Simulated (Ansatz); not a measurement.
Start from `[SiH3][TeH]` and change one element to get `[GeH3][TeH]`.

Ansatz, PBE0-D4/def2-TZVP geometries, multiplicity 1. 

Elements past krypton have def2 core potentials. Scalar relativity is left out up to krypton.

| property | `[SiH3][TeH]` |
| --- | --- |
| HOMO–LUMO gap (B3LYP/def2-TZVPP) / eV | 5.37 |
| HOMO–LUMO gap (PBE/def2-TZVPP) / eV | 3.98 |
| HOMO energy (ωB97M-V/def2-TZVPP) / eV | -8.63 |
| HOMO energy (PBE0/def2-TZVPP) / eV | -6.55 |
| size of the dipole moment (ωB97M-V/def2-TZVPP) / D | 0.59 |
| ideal-gas entropy at 298 K and 1 bar (rigid rotor, harmonic PBE0-D4/def2-TZVP) / J/(mol·K) | 298 |

Problem. Give the same properties after the change, and the shifts. (Estimate.)

Solution. The calculation gave: 
```json
{"property": "HOMO–LUMO gap (B3LYP/def2-TZVPP) / eV", "`[GeH3][TeH]`": "5.09", "shift": "-0.28"}
{"property": "HOMO–LUMO gap (PBE/def2-TZVPP) / eV", "`[GeH3][TeH]`": "3.73", "shift": "-0.25"}
{"property": "HOMO energy (ωB97M-V/def2-TZVPP) / eV", "`[GeH3][TeH]`": "-8.54", "shift": "0.09"}
{"property": "HOMO energy (PBE0/def2-TZVPP) / eV", "`[GeH3][TeH]`": "-6.46", "shift": "0.09"}
{"property": "size of the dipole moment (ωB97M-V/def2-TZVPP) / D", "`[GeH3][TeH]`": "0.77", "shift": "0.18"}
{"property": "ideal-gas entropy at 298 K and 1 bar (rigid rotor, harmonic PBE0-D4/def2-TZVP) / J/(mol·K)", "`[GeH3][TeH]`": "311", "shift": "13"}
```

With PBE0 the HOMO rises by 0.09 eV and the LUMO falls by 0.15 eV, so the gap narrows by about 0.24 eV. PBE moves the HOMO by 0.11 eV and ωB97M-V by 0.09 eV. Dipoles are sizes alone; their direction can turn.

B3LYP here is the variant with VWN-RPA as its local correlation; programs differ in this.

Spin–orbit coupling is left out; it splits and shifts lone-pair levels of the heavy atoms by tenths of an eV.
